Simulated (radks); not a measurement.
Results of a calculation; reference values are marked as such.
Numerical settings for the scandium ion Sc3+, [Ar]. Code: a radial shooting solver on a logarithmic mesh with Libxc functionals. Model: non-relativistic Kohn-Sham, r2SCAN, spin-polarised, spherical densities, point nucleus; meta-GGA in the generalised Kohn-Sham scheme. The defaults (mesh step 0.008 in ln r, mesh end at 40 bohr or more with all orbitals vanishing there, Anderson mixing 0.5 over 9 steps, residual threshold near 1e-9 with the energy settled to 1e-9 hartree or 1e-11 of itself, here a cap of 73 iterations) give E = -758.953 hartree and 3p at -65.384 eV in 10 iterations. Run on one thread of a shared host, so times are rough (Intel(R) Xeon(R) Platinum 8559C): 0.09 s of CPU time, 0.09 s wall, 10 iterations on 2476 mesh points. Changes against that run (0 stands for a change within the tolerance of the run):

| setting | iterations | converged | E (mhartree) | e(3p) (meV) | CPU (s) |
|---|---|---|---|---|---|
| mesh step in ln r 0.2 | 73 | no | -3.17e+06 | - | 0.16 |
| mesh step in ln r 0.03 | 10 | yes | -0.0412 | 0 | 0.03 |
| mesh step in ln r 0.012 | 10 | yes | 0 | 0 | 0.07 |
| mesh end (bohr) 8 | 10 | yes | 0 | 0 | 0.1 |
| mesh end (bohr) 5 | 10 | yes | +0.0362 | +1.52 | 0.1 |
| residual threshold 0.001 | 8 | yes | 0 | +0.321 | 0.07 |
| residual threshold 1e-05 | 9 | yes | 0 | +0.0121 | 0.08 |
| mixing 0.05 | 12 | yes | 0 | -0.00756 | 0.1 |
| linear mixing, mixing 0.5 | 22 | yes | 0 | -0.0124 | 0.15 |
| linear mixing, mixing 0.2 | 63 | yes | 0 | -0.0155 | 0.38 |
| mixing history 3 | 12 | yes | 0 | 0 | 0.09 |
| iteration cap 2 | 2 | no | +599 | -2.61e+04 | 0.02 |

No run marked as converged misses the energy by more than 1 mhartree. A mesh that ends early acts as a hard wall.
